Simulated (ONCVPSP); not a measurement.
**Which change was made? (Mg, ONCV)**

```json
{
  "Element": "Mg",
  "Generator": "ONCVPSP 4.0.1",
  "Type": "optimised norm-conserving Vanderbilt (ONCV)",
  "Functional": "PBEsol",
  "Relativity": "scalar-relativistic",
  "Frozen core": "[He]",
  "Valence charge": "10",
  "Reference configuration": "2s2 2p6 3s2",
  "Partial waves": "2s+3s: rc 1.15 bohr, ncon 3, nbas 6, qcut 8.7 1/bohr, 2 projectors; 2p: rc 1.10 bohr, ncon 4, nbas 7, qcut 10.3 1/bohr, 1 projector; d scattering state at 0.11 Ha: rc 1.10 bohr, ncon 4, nbas 8, qcut 8.3 1/bohr, 2 projectors, debl 1.1 Ha",
  "Local potential": "polynomial inside 0.80 bohr (lpopt 5, dvloc0 2 Ha)",
  "Core correction": "Teter function, fcfact 1.75, rcfact 1.75"
}
```

Cutoffs, loose and tight: the cutoffs (Ha) at which the residual kinetic energy of the hardest occupied pseudo-wave falls to 1 and 0.1 mHa per electron. They do not see the model core or the augmentation charge, which bear on the density cutoff. Test errors are all-electron minus pseudo excitation energies from the reference, over the configurations 2s2 2p6 3s1; 2s2 2p6 3s0; 2s2 2p6 3s1.5; 2s2 2p5 3s2; variants that change the core or the reference have their own tests.

The base gives: outcome: generated; cutoff, loose: 53 Ha; cutoff, tight: 116 Ha; bound ghosts: none; GHOST(+) flags above zero: none; largest test error (meV): +249.

(1) After one change the result is: outcome: generated; cutoff, loose: 108 Ha; cutoff, tight: 127 Ha; bound ghosts: none; GHOST(+) flags above zero: s, d; largest test error (meV): +44. Which change was it?
A. p: rc 1.48
B. core [He] 2s2, valence charge 8; reference 2p6 3s2; waves now 3s: rc 2.45 bohr, ncon 5, nbas 8, qcut 2.8 1/bohr, 2 projectors, debl 3.4 Ha; 2p: rc 0.90 bohr, ncon 4, nbas 8, qcut 18.7 1/bohr, 2 projectors, debl 3.2 Ha; d scattering state at 0.03 Ha: rc 2.25 bohr, ncon 4, nbas 9, qcut 4.8 1/bohr, 2 projectors, debl 1.6 Ha; local potential polynomial inside 0.65 bohr (lpopt 5, dvloc0 1 Ha)
C. p: qcut 5.7

## Answers

(1) B. The others give: p: rc 1.48 → outcome: generated; cutoff, loose: 39 Ha; cutoff, tight: 44 Ha; bound ghosts: none; GHOST(+) flags above zero: none; largest test error (meV): +601 | p: qcut 5.7 → outcome: generated; cutoff, loose: 133 Ha; cutoff, tight: 188 Ha; bound ghosts: none; GHOST(+) flags above zero: none; largest test error (meV): +517.
